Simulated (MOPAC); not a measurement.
A run for MOPAC: PM3 on H2PbS2 (SMILES [SH][Pb][SH]), a point of a torsion scan.

```
PM3 1SCF PRECISE CHARGE=0 THREADS=1
H2PbS2

S      1.79334253 1    -0.52183017 1    -0.34312654 1
Pb    -0.69557890 1    -0.21745726 1    -0.93012557 1
S     -1.67007284 1    -1.07876158 1     1.22144770 1
H      1.99032021 1     0.67037985 1     0.19658753 1
H     -0.56718877 1    -1.40096247 1     1.87141353 1
```

Program output:

```
*******************************************************************************
 **                                                                           **
 **                              MOPAC v23.2.5                                **
 **                                                                           **
 *******************************************************************************
 ** MOPAC's Digital Object Identifier: https://doi.org/10.5281/zenodo.6511958 **
 **                                                                           **
 ** Please cite the open-source release paper for use of this MOPAC version:  **
 ** J. E. Moussa and J. J. P. Stewart (2026)                                  **
 ** MOPAC: An open-source semiempirical molecular orbital program             **
 ** J. Open Source Softw., 11(119), 8025, https://doi.org/10.21105/joss.08025 **
 *******************************************************************************

                              PM3 CALCULATION RESULTS

 *******************************************************************************
 *  PM3        - The PM3 Hamiltonian to be used
 *
 *
 *
 *                 CHARGE ON SYSTEM = 0
 *
 *
 *
 *  PRECISE    - TIGHTER CRITERIA TO BE USED
 *  1SCF       - DO 1 SCF AND THEN STOP
 *  THREADS=1  - MULTI-THREADING NOT USED
 *  T=         - A TIME OF 172800.0 SECONDS REQUESTED
 *  DUMP=N     - RESTART FILE WRITTEN EVERY 7200.0 SECONDS REQUESTED
 *******************************************************************************
PM3 1SCF PRECISE CHARGE=0 THREADS=1
 H2PbS2

   ATOM   CHEMICAL          X               Y               Z
  NUMBER   SYMBOL      (ANGSTROMS)     (ANGSTROMS)     (ANGSTROMS)

     1       S          1.79334253  *  -0.52183017  *  -0.34312654  *
     2      Pb         -0.69557890  *  -0.21745726  *  -0.93012557  *
     3       S         -1.67007284  *  -1.07876158  *   1.22144770  *
     4       H          1.99032021  *   0.67037985  *   0.19658753  *
     5       H         -0.56718877  *  -1.40096247  *   1.87141353  *



          CARTESIAN COORDINATES

    NO.       ATOM           X           Y           Z

     1         S          1.7933     -0.5218     -0.3431
     2        Pb         -0.6956     -0.2175     -0.9301
     3         S         -1.6701     -1.0788      1.2214
     4         H          1.9903      0.6704      0.1966
     5         H         -0.5672     -1.4010      1.8714

  H: (PM3): J. J. P. STEWART, J. COMP. CHEM. 10, 209 (1989).
  S: (PM3): J. J. P. STEWART, J. COMP. CHEM. 10, 209 (1989).
 Pb: (PM3): J. J. P. STEWART, J. COMP. CHEM. 12, 320-341 (1991).

           Empirical Formula: H2 S2 Pb  =     5 atoms



      MOLECULAR POINT GROUP   :   C1


      RHF CALCULATION, NO. OF DOUBLY OCCUPIED LEVELS = 9


 -------------------------------------------------------------------------------
 PM3 1SCF PRECISE CHARGE=0 THREADS=1
 H2PbS2



     1SCF WAS SPECIFIED, SO BFGS WAS NOT USED
     SCF FIELD WAS ACHIEVED


                              PM3 CALCULATION
                                                       MOPAC v23.2.5 Linux




          FINAL HEAT OF FORMATION =         19.98060 KCAL/MOL =      83.59881 KJ/MOL


          COSMO AREA              =        128.67 SQUARE ANGSTROMS
          COSMO VOLUME            =        120.76 CUBIC ANGSTROMS

          IONIZATION POTENTIAL    =          9.134617 EV
          HOMO LUMO ENERGIES (EV) =         -9.135 -2.963
          NO. OF FILLED LEVELS    =          9
          MOLECULAR WEIGHT        =        273.3358         POINT GROUP:  C1

          MOLECULAR DIMENSIONS (Angstroms)

            Atom       Atom       Distance
            H     4    S     3     4.18429
            H     5   Pb     2     2.85024
            H     4    S     1     1.18358


          SCF CALCULATIONS        =          1





   ATOM   CHEMICAL          X               Y               Z
  NUMBER   SYMBOL      (ANGSTROMS)     (ANGSTROMS)     (ANGSTROMS)

     1       S          1.79334253  *  -0.52183017  *  -0.34312654  *
     2      Pb         -0.69557890  *  -0.21745726  *  -0.93012557  *
     3       S         -1.67007284  *  -1.07876158  *   1.22144770  *
     4       H          1.99032021  *   0.67037985  *   0.19658753  *
     5       H         -0.56718877  *  -1.40096247  *   1.87141353  *

                             CARTESIAN COORDINATES

   1    S        1.793342530    -0.521830170    -0.343126540
   2   Pb       -0.695578900    -0.217457260    -0.930125570
   3    S       -1.670072840    -1.078761580     1.221447700
   4    H        1.990320210     0.670379850     0.196587530
   5    H       -0.567188770    -1.400962470     1.871413530


           Empirical Formula: H2 S2 Pb  =     5 atoms



      MOLECULAR POINT GROUP   :   C1


                  EIGENVALUES
 -26.64880 -25.96438 -14.92993 -14.32869 -13.09733 -10.72433 -10.06681  -9.80464
  -9.13462  -2.96285  -2.15366  -2.04733   0.92339   1.06625


              NET ATOMIC CHARGES AND DIPOLE CONTRIBUTIONS

  ATOM NO.   TYPE          CHARGE      No. of ELECS.   s-Pop       p-Pop
    1          S          -0.348261        6.3483     1.92294     4.42532
    2         Pb           0.564280        3.4357     1.89792     1.53780
    3          S          -0.274438        6.2744     1.91587     4.35857
    4          H           0.025117        0.9749     0.97488
    5          H           0.033302        0.9667     0.96670
 DIPOLE           X         Y         Z       TOTAL
 POINT-CHG.    -2.534     1.562    -3.234     4.396
 HYBRID         1.821     0.475     1.968     2.723
 SUM           -0.714     2.037    -1.266     2.502


          ATOMIC ORBITAL ELECTRON POPULATIONS

     Atom    s        px        py        pz
    1  S   1.92294   1.44788   1.20044   1.77699
    2 Pb   1.89792   0.60434   0.30358   0.62988
    3  S   1.91587   1.24403   1.71438   1.40016
    4  H   0.97488
    5  H   0.96670

 **********************
 *                    *
 * JOB ENDED NORMALLY *
 *                    *
 **********************




 == MOPAC DONE ==
```

The run finished.

Cost: about 0.04 core-seconds (a rough figure).
